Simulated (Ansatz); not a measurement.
`C[S][AlH][CH2]F` + H₂ → `[CH3][AlH][S]C` + H–F  (hydrogenolysis of a C–F bond)

Calculated with Ansatz (gas phase, PBE0-D4/def2-TZVP geometries, no zero-point term in ΔE). CCSD(T)/CBS is the MP2 limit (def2-TZVPP, def2-QZVPP) plus CCSD(T) − MP2 in def2-TZVPP, frozen cores. This one scheme is used for every species. One conformer a species, not always the lowest.

```json
{"species": "`C[S][AlH][CH2]F`", "CCSD(T)/CBS(def2) energy (Eh)": "-819.31475"}
{"species": "H₂", "CCSD(T)/CBS(def2) energy (Eh)": "-1.17544"}
{"species": "`[CH3][AlH][S]C`", "CCSD(T)/CBS(def2) energy (Eh)": "-720.14936"}
{"species": "H–F", "CCSD(T)/CBS(def2) energy (Eh)": "-100.39570"}
```

Q: Work out ΔE.

A: ΔE = (-720.14936) + (-100.39570) − (-819.31475) − (-1.17544) = -0.05487 Eh = -144.1 kJ/mol.

Largest T1 diagnostic among the species: 0.011.

In def2-TZVPP, CCSD(T) changes the Hartree–Fock value by −3.6 kJ/mol (the triples alone add +2.0 kJ/mol) and MP2 by −12.0 kJ/mol. From PBE to PBE0 (25 % exact exchange), in def2-TZVPP and without D4, ΔE moves by −9.7 kJ/mol.
